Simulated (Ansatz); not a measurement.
A made-up structure of InH2Se (charge -1), singlet:

```xyz
4
angstrom
Se 0.0744 -0.0271 0.0463
In -1.8819 0.6856 -1.1707
H 0.6217 -1.4343 0.0692
H 0.9409 0.8650 0.9028
```

It is relaxed with PBE-D4/def2-SVPD and then PBE0-D4/def2-TZVPD (Ansatz 0.2.0). Atoms count as bonded within 1.22 times the sum of their covalent radii (H–H: 0.88 Å). The end point is not checked to be a true minimum.

(1) Does its bonding change? (A judgement: the text doesn't fix the answer.)

Answers

(1) Computed: No: no bond forms or breaks.

Where it ends: The first stage lowers the energy by 0.92 eV in 7 steps. It ends as InH₂Se ([SeH2][In]), total charge -1:
```
4
angstrom
Se 0.0477 -0.0174 0.0297
In -2.1975 0.8006 -1.3670
H 0.8184 -1.3126 0.2424
H 1.0865 0.6186 0.9425
```

Labels in which every atom is bracketed show which atoms are joined, not bond orders.

For scale, one of the runs: PBE0-D4/def2-TZVPD relaxation, 131 basis functions, launched by `ansatz run in.yaml --threads 2 --pin off --events-out ev --progress --plain --max-ram 4352MiB`. Hardware: 2 CPU threads of an Arm Neoverse V2, shared host. Wall time about 24 s.
